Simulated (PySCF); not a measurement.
Excitations are Tamm–Dancoff values on a coarser integration grid. The basis has no diffuse functions, so Rydberg states are missing or too high.

Z-matrix (Å, degrees):
```
Si
N 1 1.7215
H 2 1.0095 1 120.25
H 2 1.0100 3 111.08 1 -147.75
N 1 1.7215 2 113.31 3 -69.55
H 5 1.0095 1 120.23 2 -46.06
H 5 1.0100 6 111.08 1 147.72
N 1 1.7215 2 102.01 3 168.27
H 8 1.0095 1 120.23 2 168.25
H 8 1.0100 9 111.08 1 -147.74
N 1 1.7215 2 113.34 3 46.10
H 11 1.0095 1 120.23 2 69.57
H 11 1.0100 12 111.08 1 147.72
```
Charge 0, spin multiplicity 1.

### Question
What is the computed S1 excitation (TDA), brightest of the four lowest singlets (TDA), total energy, HOMO–LUMO gap, dipole moment, HOMO, T1 excitation (TDA) and LUMO (TPSSh-D3(BJ)/def2-TZVP (PySCF))?

### Answer

The S1 excitation (TDA) is 5.99 eV and the brightest of the four lowest singlets (TDA) comes out as 6.62 eV. The total energy is -513.5903 Ha. The HOMO–LUMO gap comes out as 6.46 eV. The dipole moment is 0.00 D and the HOMO comes out as -5.88 eV. The T1 excitation (TDA) is 5.81 eV and the LUMO is 0.58 eV.
